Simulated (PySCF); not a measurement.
This PySCF input asks for the NMR shieldings of `FC(F)C[SiH]([SiH3])[SiH3]`, C$_{2}$H$_{10}$F$_{2}$Si$_{3}$; the geometry comes from GFN2-xTB.

```python
import basis_set_exchange as bse
import numpy as np
from pyscf import gto, dft
from pyscf.prop import nmr

atoms = """
F    -1.793722   -1.359565    0.447019
C    -0.601711   -1.668581    1.028975
F     0.119141   -2.296454    0.058769
C     0.102105   -0.433356    1.518828
Si    0.428609    0.835779    0.094113
Si    1.927080   -0.101031   -1.420912
Si   -1.612755    1.639673   -0.684265
H    -0.811551   -2.419730    1.808487
H     1.036641   -0.748972    1.980922
H    -0.515136    0.008137    2.300250
H     1.110593    1.894225    0.877674
H     2.684333    0.969972   -2.078447
H     1.241058   -0.845367   -2.477118
H     2.910209   -1.003224   -0.814118
H    -1.431907    2.992625   -1.222428
H    -2.145876    0.817744   -1.770709
H    -2.654110    1.730154    0.343048
"""
names = dict.fromkeys(["F", "C", "Si", "H"], "pcSseg-1")
basis = {el: gto.basis.parse(bse.get_basis(n, elements=[el], fmt="nwchem")) for el, n in names.items()}
mol = gto.M(atom=atoms, basis=basis, charge=0, verbose=0)
mf = dft.RKS(mol, xc="PBE0")
mf.grids.level = 2
mf.grids.alignment = dft.numint.BLKSIZE   # the property module wants whole blocks of grid points
mf.conv_tol = 1e-9
mf.kernel()

calc = nmr.RKS(mf)   # GIAO
C = mf.mo_coeff
Co = C[:, mf.mo_occ > 0]
resp = mf.gen_response(singlet=True, hermi=2)
def vind(x):   # induced exchange potential for any number of trial vectors
    d = np.einsum("pi,xij,qj->xpq", C, 2 * x.reshape(-1, C.shape[1], Co.shape[1]), Co, optimize=True)
    return np.einsum("xpq,pi,qj->xij", resp(d - d.transpose(0, 2, 1)), C, Co, optimize=True).ravel()
mo1, _ = nmr.rhf.solve_mo1(calc, with_cphf=vind)
sigma = calc.kernel(mo1)
for i, s in enumerate(sigma):   # ppm
    print("%2d %-2s %9.2f" % (i, mol.atom_pure_symbol(i), np.trace(s) / 3))
```

**Question.** Give the expected output.

**Answer.** 
```
 0 F     296.73
 1 C      63.34
 2 F     296.89
 3 C     162.58
 4 Si    444.33
 5 Si    457.26
 6 Si    457.19
 7 H      25.16
 8 H      30.22
 9 H      30.22
10 H      27.88
11 H      28.18
12 H      28.08
13 H      28.08
14 H      28.18
15 H      28.08
16 H      28.09
```

These numbers come from an equivalent density-fitted implementation of the same equations, which agrees with the script to about 0.01 ppm for H and up to a few tenths of a ppm for heavy atoms, so last digits may differ.

**Question.** Turn these shieldings into chemical shifts. Scale: $^{19}$F (170.95 ppm) vs CFCl3; TMS for $^{13}$C (186.93 ppm), $^{29}$Si (349.16 ppm), $^{1}$H (31.72 ppm) (reference shieldings calculated alike).

**Answer.** Averaging equivalent atoms: F 0/2: -125.9; C 1: 123.6; C 3: 24.3; Si 4: -95.2; Si 5/6: -108.1; H 7: 6.55; H 10: 3.83; H 11/12/13/14/15/16: 3.60; H 8/9: 1.50 ppm. Unscaled 19F shifts against computed CFCl3 carry errors that often reach 10 to 50 ppm.

Size and cost of the density-fitted run: 190 basis functions, 69 s wall time on 1 thread of an Arm Neoverse N1, shared host; peak memory 0.85 GiB.
